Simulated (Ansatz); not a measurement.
Geometry optimisation, RKS PBE0-D4/def2-SVP (Ansatz).

The input (input.yaml):

```yaml
crystal:
  periodic: [false, false, false]
  atoms:
    - { symbol: Ta, position_ang: [0.0, 0.0, 0.0] }
    - { symbol: O, position_ang: [2.02, 0.0, 0.0] }
    - { symbol: H, position_ang: [2.3571, -0.5308, 0.7903] }
    - { symbol: "N", position_ang: [0.0, 0.0, 2.16] }
    - { symbol: H, position_ang: [-0.2456, -0.8845, 2.69] }
    - { symbol: H, position_ang: [0.2456, 0.8845, 2.69] }
    - { symbol: Cl, position_ang: [0.0, 0.0, -2.47] }
    - { symbol: Cl, position_ang: [-1.235, 2.139, 0.0] }
    - { symbol: O, position_ang: [-1.01, -1.7493, 0.0] }
    - { symbol: H, position_ang: [-1.6563, -1.7655, 0.776] }
basis:
  gaussian: { orbitals: def2-SVP }
hamiltonian:
  xc: pbe0
  dispersion: d4
relax:
  f_tol: 0.02
  max_steps: 40
output:
  orbitals: {}
```

Run as:

```bash
$ ansatz run input.yaml --threads 4 --pin off --max-ram 5120MiB --backend cpu --events-out ev --progress --plain --runs-dir out
```

Question: Where does it end, and by what steps?

Answer: It converged. The force dipped under the threshold on the way, but the program's further checks kept it going. After 22 steps the energy has fallen by 1.753 eV; Cl8 moved furthest, 1.98 Å.

| step | energy less start (eV) | largest force component (eV/Å) | accepted |
| --- | --- | --- | --- |
| 0 | 0.0000 | 2.691 | yes |
| 1 | -1.0778 | 1.229 | yes |
| 2 | -1.2127 | 1.492 | yes |
| 3 | -1.3015 | 0.610 | yes |
| 4 | -1.3644 | 0.446 | yes |
| 5 | -1.4248 | 0.745 | yes |
| 6 | -1.4769 | 0.847 | yes |
| 7 | -1.5544 | 0.534 | yes |
| 8 | -1.6154 | 0.296 | yes |
| 9 | -1.6589 | 0.315 | yes |
| 10 | -1.7027 | 0.406 | yes |
| 11 | -1.7148 | 0.426 | yes |
| 12 | -1.7303 | 0.442 | yes |
| 13 | -1.7445 | 0.237 | yes |
| 14 | -1.7464 | 0.382 | yes |
| 15 | -1.7418 | 0.176 | no |
| 16 | -1.7517 | 0.088 | yes |
| 17 | -1.7520 | 0.061 | yes |
| 18 | -1.7524 | 0.047 | yes |
| 19 | -1.7526 | 0.012 | yes |
| 20 | -1.7527 | 0.073 | yes |
| 21 | -1.7528 | 0.037 | yes |
| 22 | -1.7528 | 0.005 | yes |

```xyz
10
Properties=species:S:1:pos:R:3
Ta 0.074 -0.103 0.201
O 1.912 -0.530 -0.002
H 2.652 0.076 0.117
N -0.640 0.203 2.004
H -1.098 -0.513 2.559
H -0.554 1.082 2.505
Cl -1.283 0.341 -1.650
Cl 0.716 2.195 0.305
O -0.466 -1.887 0.299
H -0.835 -2.770 0.300
```

Whether the end is a true minimum wasn't checked by a vibrational analysis.

The run took 75 s on 4 threads of Arm Neoverse V1, with other jobs on the host, peak memory 0.36 GiB.
